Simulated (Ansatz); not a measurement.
Consider the ligand exchange at the In–C bond: `N#[C][In]([F])[F]` + CH₃SH → `C[S][In]([F])[F]` + `C#N`.

Gas-phase electronic energies from Ansatz, PBE0-D4/def2-TZVP geometries. CCSD(T)/CBS is the MP2 limit (def2-TZVPP, def2-QZVPP) plus CCSD(T) − MP2 in def2-TZVPP, frozen cores. This one scheme is used for every species. DFT in def2-TZVPP. HSE06 is defined as in plane-wave codes. def2 core potentials past Kr. For In outer-core shells are correlated without core-valence functions, which leaves a few kJ/mol of doubt a bond. Each species was taken in one conformer, which may not be the lowest.

`N#[C][In]([F])[F]`:

Cartesian coordinates in Å:
```
N -0.696 2.168 -1.232
C -0.386 1.203 -0.684
In 0.171 -0.532 0.302
F 1.413 -0.568 1.764
F -0.502 -2.271 -0.151
```

CH₃SH:

Cartesian coordinates in Å:
```
C -0.145 0.436 -0.175
S 1.059 -0.840 0.255
H -0.849 0.084 -0.927
H 0.427 1.263 -0.595
H -0.678 0.794 0.705
H 0.186 -1.737 0.736
```

`C[S][In]([F])[F]`:

Z-matrix (Å, degrees):
```
C
S 1 1.824
H 1 1.088 2 111.7
H 1 1.088 2 111.6 3 -123.8
H 1 1.090 2 105.2 3 118.1
In 2 2.338 1 100.6 3 61.6
F 6 1.931 2 128.6 1 -180.0
F 6 1.942 2 120.2 1 0.0
```

`C#N`:

```xyz
3

C     0.012    0.015   -0.017
N    -0.525   -0.659    0.737
H     0.513    0.645   -0.720
```

Task: Is it downhill or uphill in electronic energy at CCSD(T)/CBS, and by how much? (Estimate.)

Result: Ansatz gave: Downhill: ΔE = -16.2 kcal/mol.

Task: What do these levels give: LDA (SPW92), BLYP-D4, HSE06, RPA@PBE/def2-TZVPP, SCS-MP2/def2-TZVPP, CCSD/CBS(def2)? (An estimate is asked.)

Result: The calculation gave: LDA (SPW92) -18.1, BLYP-D4 -17.8, HSE06 -16.1, RPA@PBE/def2-TZVPP -12.7, SCS-MP2/def2-TZVPP -13.9, CCSD/CBS(def2) -15.8 kcal/mol.

Largest T1 diagnostic among the species: 0.017.

From BLYP to BHLYP (50 % exact exchange), in def2-TZVPP and without D4, ΔE moves by +1.5 kcal/mol. At CCSD(T), def2-SVP lies +2.4 kcal/mol from the extrapolated value and def2-TZVPP +2.3 kcal/mol.
